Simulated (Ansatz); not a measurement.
Input for Ansatz (an electronic-structure program): R-B97M-V/def2-TZVPPD on H2 (SMILES [H][H]). Files ending in .json are basis or fitting sets from the Basis Set Exchange.

Ansatz 0.2 input:
```yaml
crystal:
  periodic: [false, false, false]
  atoms:
    - {symbol: H, position_ang: [-0.39781017, -0.77197386, -0.13853253]}
    - {symbol: H, position_ang: [-0.31462272, -0.32971041, 0.45481437]}
basis:
  gaussian:
    orbitals: def2-TZVPPD.json
hamiltonian:
  xc: {name: B97M-V}
scf: {lower_state_search: off}
```

It printed:

```
WARN ansatz: RAYON_NUM_THREADS=1 ignored (pool sized by the plan → 1); use --threads N
Functional definition: B97M-V
these checks for a lower state are left out or cut short: stability, starts, cluster_reference, orbital_swaps, neighbouring_geometries, increment
integrals: 0.00 GiB planned
118 factors; their error is unknown
mean field: 0.06 GiB planned
mean field evaluation 1: about -31.7692 eV, gradient 5.2e0 eV
mean field evaluation 2: about -31.9023 eV, gradient 1.3e0 eV
mean field evaluation 4: about -31.9067 eV, gradient 1.6e-1 eV
mean field evaluation 8: about -31.9067 eV, gradient 1.1e-5 eV
mean field -31.90673018 eV, -1.1725507069 hartree, gradient 3.1e-7 eV, S^2 0.000000; 0 other end points of the search recorded, 0 dependent functions left out
reference -31.90675881 eV, -1.1725517590 hartree; 1, 1 occupied and 33, 33 virtual orbitals, 118 factors
Total energy: -31.90675881 eV, -1.1725517590 hartree
Checks for a lower state left out: stability, starts, cluster_reference, orbital_swaps, neighbouring_geometries, increment
```

The calculation finished and met its thresholds.

Cost: very roughly 0.3 core-seconds.
